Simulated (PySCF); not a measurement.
Write Cartesian coordinates for `C#C[C@@H](Cl)[C@@H]1C(=O)CCO[C@H]1F` as optimised with PBE0-D3(BJ)/def2-SVP.

```xyz
20
C8H8ClFO2 angstrom
C     -2.129   -1.096    1.638
C     -1.960   -0.390    0.671
C     -1.766    0.442   -0.504
Cl    -2.673    1.995   -0.306
C     -0.302    0.741   -0.859
C      0.375   -0.558   -1.302
O      0.206   -0.982   -2.417
C      1.173   -1.283   -0.251
C      1.869   -0.338    0.718
O      0.972    0.636    1.213
C      0.462    1.466    0.251
F      1.487    2.156   -0.361
H     -2.276   -1.712    2.507
H     -2.222   -0.046   -1.379
H     -0.329    1.398   -1.740
H      0.443   -1.896    0.306
H      1.876   -1.965   -0.750
H      2.726    0.157    0.232
H      2.244   -0.881    1.594
H     -0.183    2.196    0.763
```

Orientation and origin are arbitrary. Atoms count from 1 in this order. The 6-membered ring C5–C6–C8–C9–O10–C11 has internal angles of 111.2° to 116.2° (sum 681°, against 720° for a flat polygon); it is puckered, 0.19 Å rms from its mean plane, widest ring torsion 63°. Of the pairs four or more bonds apart, F12···H18 is among the closest relative to their van der Waals radii: 2.43 Å, 91 % of the sum of Bondi's values. The C–O distances run from 1.205 Å (C6=O7, drawn double) to 1.413 Å (C9–O10, drawn single), a spread of 0.208 Å. The C–C distances run from 1.210 Å (C1≡C2, drawn triple) to 1.536 Å (C3–C5, drawn single), a spread of 0.326 Å.

Bonds between heavy atoms (Å): C1≡C2 1.210, C2–C3 1.452, C3–Cl4 1.809, C3–C5 1.536, C5–C6 1.530, C6=O7 1.205, C6–C8 1.506, C8–C9 1.521, C9–O10 1.413, O10–C11 1.369, C11–F12 1.379, C5–C11 1.531.

Theory: PySCF, PBE0-D3(BJ)/def2-SVP geometry optimisation, gas phase.

Point group: C1 (no symmetry element, even within 0.4 Å). No PBE0-D3(BJ)/def2-SVP frequencies stand behind this structure, so it isn't proved a minimum. The numbers are those of one conformer (C2–C3–C5–C6 67°, C3–C5–C6–O7 79°, C5–C6–C8–C9 -35°, C6–C8–C9–O10 49°, C8–C9–O10–C11 -63°).
